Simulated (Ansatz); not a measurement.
Stepwise reaction of `[SiH3][O][Sc]([Cl])[O][SiH3]` with hydrogen fluoride, as a gas-phase model of exchange steps in deposition or etching. ΔE in kJ/mol.

Isolated molecules relaxed with PBE0-D4/def2-TZVP in Ansatz; ΔE leaves out vibrations. CCSD(T)/CBS adds triple-zeta CCSD(T) − MP2 to the extrapolated MP2 energy (def2 sets, frozen cores). This one scheme is used for every species. Functionals use def2-TZVPP. B3LYP here is the variant with VWN-RPA as its local correlation; programs differ in this. For Sc outer-core shells are correlated without core-valence functions, which leaves a few kJ/mol of doubt a bond. Scalar relativity is left out up to krypton. Each species was taken in one conformer, which may not be the lowest.

```tsv
step	reaction	PBE-D4	B3LYP-D4	ωB97M-V	CCSD(T)/CBS
1	`[SiH3][O][Sc]([Cl])[O][SiH3]` + H–F → `[F][Sc]([Cl])[O][SiH3]` + `O[SiH3]`	-32.3	-26.7	-30.2	-14.3
2	`[F][Sc]([Cl])[O][SiH3]` + H–F → `[F][Sc]([F])[Cl]` + `O[SiH3]`	-31.7	-26.1	-29.2	-12.5
```

Q: By hand: ΔE of the 2 steps together at CCSD(T)/CBS.

A: (-14.3) + (-12.5) = -26.8 kJ/mol, or -13.4 kJ/mol a step.

In ΔE the steps differ by no more than 1.8 kJ/mol. All are downhill at CCSD(T)/CBS. PBE-D4 differs from CCSD(T)/CBS by -19.2 to -18.0 kJ/mol a step. Isolated molecules leave out the surface, adducts and barriers. Largest T1 diagnostic: 0.016.
